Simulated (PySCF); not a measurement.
# C₆ coefficients of unlike pairs at CAM-B3LYP

Calculated with PySCF 2.14 from the dipole response of each species, C₆(A,B) = (3/π) ∫ α_A(iu) α_B(iu) du, in atomic units, from isotropic polarisabilities. For ions this is the dispersion term alone; charge-induced terms of lower order in 1/R come first.

```
species      configuration                                                                                      basis      relativity  α (bohr³)  C₆ (like pair)
   Ga³⁺     [Ar] 3d10 (1S)  aug-cc-pVTZ-PP with one added diffuse shell each of s, d, f type with ECP10MDF (7s5p5d3f)  core potential     0.9961           1.095
   Cd³⁺      [Kr] 4d9 (2D)                       def2-TZVPPD with the def2 core potential (28 electrons) (6s4p3d2f1g)  core potential      3.137           13.01
     N⁺  [He] 2s2 2p2 (3P)                                                                       dyall-av2z (11s7p2d)            none      3.805           8.177
     Tc  [Kr] 4d5 5s2 (6S)                       def2-QZVPPD with the def2 core potential (28 electrons) (7s5p4d4f2g)  core potential      80.87           926.4
```

(1) Estimate C₆ for N⁺ with Ga³⁺.

No spin-orbit coupling is included.

The other pairs:

```
      pair     C₆
  N⁺, Cd³⁺  9.544
    Tc, N⁺  74.34
  Tc, Cd³⁺  74.05
Cd³⁺, Ga³⁺  3.748
  Tc, Ga³⁺  22.90
```

## Answers

(1) The integral gives 2.870. The combination rule 2 C_A C_B / (C_A α_B/α_A + C_B α_A/α_B) gives 2.832 and the geometric mean 2.993.
